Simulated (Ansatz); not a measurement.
Frontier orbitals of C₂H₆BF, SMILES `CBCF`.

Total charge 0; spin multiplicity 1. The geometry is a stationary point of PBE0-D4/def2-TZVP. It is one conformer, not always the lowest. Basis def2-TZVPP, Ansatz.

```csv
functional,HOMO (eV),LUMO (eV)
r2SCAN0,-8.86,-0.81
```

Task: Give HOMO and LUMO (eV) with LDA (SPW92), PBE, revPBE, BLYP, r2SCAN, B97M-V, PBE0, B3LYP, r2SCANh, HSE06 (plane-wave form), BHLYP, CAM-B3LYP, LC-ωPBE, ωB97X-V, ωB97M-V, HF. (Best estimate.)

Result: The calculation gave: 
| functional | HOMO | LUMO |
| --- | --- | --- |
| LDA (SPW92) | -7.15 | -2.33 |
| PBE | -7.04 | -2.08 |
| revPBE | -6.98 | -1.96 |
| BLYP | -6.99 | -1.94 |
| r2SCAN | -7.37 | -1.66 |
| B97M-V | -7.52 | -1.72 |
| PBE0 | -8.64 | -1.06 |
| B3LYP | -8.44 | -1.30 |
| r2SCANh | -7.97 | -1.32 |
| HSE06 (plane-wave form) | -8.23 | -1.44 |
| BHLYP | -10.18 | -0.01 |
| CAM-B3LYP | -10.14 | 0.04 |
| LC-ωPBE | -11.46 | 1.29 |
| ωB97X-V | -11.12 | 1.17 |
| ωB97M-V | -11.02 | 0.90 |
| HF | -12.45 | 2.46 |

B3LYP here is the variant with VWN-RPA as its local correlation; programs differ in this. LC-ωPBE has ω = 0.4 bohr⁻¹. Positive LUMOs are unbound and depend on the basis.
